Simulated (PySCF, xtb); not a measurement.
C4HCl2F, SMILES ClC(Cl)=C(F)C#C.

GFN2-xTB (xtb) at its own geometry gives an orbital gap of 3.41 eV and a dipole moment of 1.86 D.

Coordinates come from a ωB97X-D3(BJ)/def2-SVP optimisation. This is a generated structure with no PubChem entry under its InChIKey; it may be hypothetical.

Q: What does M06-2X/def2-TZVP (PySCF) give? (An estimate is asked for; the answer gives what the named calculation found.)

A: gap 7.60 eV (levels -8.31 and -0.71 eV), dipole 1.62 D.
